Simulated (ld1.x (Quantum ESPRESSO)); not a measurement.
# Before and after: RRKJ potential for selenium

```
Element                 : Se (Z = 34)
Generator               : ld1.x (Quantum ESPRESSO) 7.5
Type                    : norm-conserving RRKJ (Kleinman–Bylander form)
Functional              : Wu–Cohen
Relativity              : scalar-relativistic
Frozen core             : [Ar] 3d10
Valence charge          : 6
Reference configuration : 4s2 4p4
Partial waves           : 4p (bound): rc 1.70 bohr; 4s (bound): rc 1.30 bohr
Local potential         : the s channel
Core correction         : a·sin(br)/r model core inside 0.90 bohr
rho0                    : 0.001
```

All-electron outer shells of the reference configuration (Wu–Cohen, scalar-relativistic, ld1.x):

| shell | level (eV) | outermost node (bohr) | outermost maximum (bohr) |
| --- | --- | --- | --- |
| 3p | -152.84 | 0.21 | 0.50 |
| 3d | -53.12 | – | 0.45 |
| 4s | -17.31 | 0.70 | 1.51 |
| 4p | -6.51 | 0.74 | 1.80 |

Change: wave 4s (bound): rc 1.30 bohr becomes 4s (bound): rc 1.40 bohr.

Cutoffs: the cutoffs (Ry, on a coarse ladder) from which the occupation-weighted sum of valence levels, in a spherical-Bessel basis at the reference potential, stays within 10 and 1 mRy of its value at 400 Ry; they do not see the model core or the augmentation charge, which bear on the density cutoff. Errors are all-electron minus pseudo energies relative to the spin-unpolarised reference configuration.

Q: Predict the effect on cutoff, ghosts and configuration errors.

A: The potential gets softer (45 Ry and 90 Ry → 40 Ry and 55 Ry); the errors of the 7 common tests hardly move; neither file shows a bound ghost. A larger radius leaves more room for a smooth pseudo-wave, so fewer plane waves are needed.

```csv
quantity,base,changed
"cutoff, loose",45 Ry,40 Ry
"cutoff, tight",90 Ry,55 Ry
loose cutoff by channel (10 mRy a level),"p 30 Ry, s 35 Ry","p 30 Ry, s 21 Ry"
bound ghosts,none,none
"error for 4s2 4p3, meV [ΔE 10.86 eV]",-4.0,-3.4
"error for 4s2 4p2, meV [ΔE 31.25 eV]",-17,-15
"error for 4s2 4p1, meV [ΔE 62.21 eV]",-43,-41
"error for 4s2 4p3.5, meV [ΔE 4.31 eV]",-1.2,-1.0
"error for 4s2 4p0, meV [ΔE 104.50 eV]",-86,-93
"error for 4s2 4p4.3, meV [ΔE -1.59 eV]",+0.2,+0.2
"error for 4s1 4p4, meV [ΔE 22.43 eV]",-24,-21
s: phases at 1.85 bohr within 0.05 rad from the reference energy up to (Ry; the scan ends near 5),4.4,4.9
p: phases at 1.85 bohr within 0.05 rad from the reference energy up to (Ry; the scan ends near 5),to the end of the scan,to the end of the scan
```
